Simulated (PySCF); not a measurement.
Species: trichloro(methoxy)germane, CH$_{3}$Cl$_{3}$GeO (charge 0, singlet). 
Structure (B3LYP-D3(BJ)/def2-TZVP (Ansatz) minimum search):
```
O
C 1 1.4314
H 2 1.0887 1 106.51
H 2 1.0925 3 109.12 1 -120.23
H 2 1.0925 3 109.12 4 -119.54
Ge 1 1.7521 2 119.99 3 180.00
Cl 6 2.1257 1 106.67 2 180.00
Cl 6 2.1453 1 110.54 2 -59.81
Cl 6 2.1453 1 110.54 2 59.81
```
Charge 0, spin multiplicity 1.

Dispersion corrections to the total energy (kcal/mol) from the dftd3 and dftd4 libraries through PySCF: D3(BJ) without and D4 with the three-body term, each with the damping fitted for the functional named.

| functional | D3(BJ) | D4 |
|---|---|---|
| CAM-B3LYP | [?] | -6.52 |
| TPSSh | -8.17 | -8.87 |
| PBE0 | -6.08 | -6.26 |
| BP86 | -12.16 | -10.32 |
| B2GP-PLYP | [?] | -3.20 |
| r2SCAN | [?] | -1.77 |
| TPSS | -8.64 | -9.74 |

**Question.** Fill in the missing entries.

**Answer.** 
- CAM-B3LYP, D3(BJ): -6.19
- B2GP-PLYP, D3(BJ): -6.58
- r2SCAN, D3(BJ): -1.94
